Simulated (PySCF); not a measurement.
Isomers of C5H9NO. Method: PySCF 2.14.0, PBE0-D3(BJ)/def2-SVP geometry optimisation, gas phase. Energies are electronic, without zero-point or thermal terms, for one conformer each. No frequencies were run at this level. Point groups hold within 0.08 Å.

Question: Rank from lowest to highest electronic energy at this level (kcal/mol).
A. `[CH2:1]=[C:2]([CH2:3][CH3:4])[C:5]([NH2:6])=[O:7]` with C1–C2–C3–C4 97°, C1–C2–C5–N6 26°, C2–C5–N6–H 16° and 177°
B. `[CH3:1][C:2]([CH3:3])=[CH:4][C:5]([NH2:6])=[O:7]` with C2–C4–C5–N6 179°, C4–C5–N6–H 2° and 179°
C. `[CH3:1][CH2:2]/[CH:3]=[CH:4]/[C:5]([NH2:6])=[O:7]` with C1–C2–C3–C4 -120°, C3–C4–C5–N6 -179°, C4–C5–N6–H 0° and 180°
D. tert-butyl isocyanate, `CC(C)(C)N=C=O`
E. `[CH3:1]/[N:2]=[CH:3]/[CH:4]1[CH2:5][O:6][CH2:7]1` with N2–C3–C4–C5 -131°
F. `[CH3:1][C:2](=[O:3])[NH:4][CH:5]1[CH2:6][CH2:7]1` with C1–C2–N4–C5 180°, C2–N4–C5–C6 -142°
G. `[CH3:1][O:2][C:3]1=[N:4][CH2:5][CH2:6][CH2:7]1` with C1–O2–C3–N4 -1°, C3–N4–C5–C6 15°, N4–C5–C6–C7 -23°, C5–C6–C7–C3 21°, O2–C3–C7–C6 167° (5-methoxy-3,4-dihydro-2H-pyrrole)

Answer: D (0.0), B (2.8), C (5.6), A (7.1), G (15.1), F (15.3), E (53.0).

As drawn, the lowest has a C=O bond and cumulated double bonds, which the highest lacks; the highest has a four-membered ring, which the lowest lacks. Neighbours under 2.5 kcal/mol apart (CC/C=C/C(N)=O and C=C(CC)C(N)=O; COC1=NCCC1 and CC(=O)NC1CC1) can change places with a better method, another conformer or zero-point energy.

| SMILES | E (Eh) | E rel (kcal/mol) | dipole (D) | point group | A, B, C (MHz) |
| --- | --- | --- | --- | --- | --- |
| CC(C)(C)N=C=O | -325.33453 | 0.0 | 3.12 | Cs | 4573, 1589, 1586 |
| CC(C)=CC(N)=O | -325.32998 | 2.8 | 3.14 | near Cs | 5219, 1703, 1305 |
| CC/C=C/C(N)=O | -325.32557 | 5.6 | 3.48 | C1 | 7454, 1128, 1040 |
| C=C(CC)C(N)=O | -325.32322 | 7.1 | 3.35 | C1 | 3979, 2176, 1532 |
| COC1=NCCC1 | -325.31041 | 15.1 | 0.85 | C1 | 6405, 1985, 1586 |
| CC(=O)NC1CC1 | -325.31022 | 15.3 | 3.64 | near Cs | 6700, 1454, 1332 |
| C/N=C/C1COC1 | -325.25013 | 53.0 | 1.52 | Cs | 8991, 1259, 1201 |

As an exercise, what shares would exp(−E/RT) give at 2000 K from these electronic energies alone (no entropy, no degeneracies)?

RT = 3.974 kcal/mol: CC(C)(C)N=C=O 51.5 %, CC(C)=CC(N)=O 25.1 %, CC/C=C/C(N)=O 12.5 %, C=C(CC)C(N)=O 8.6 %, COC1=NCCC1 1.1 %, CC(=O)NC1CC1 1.1 %, C/N=C/C1COC1 under 0.1 %.
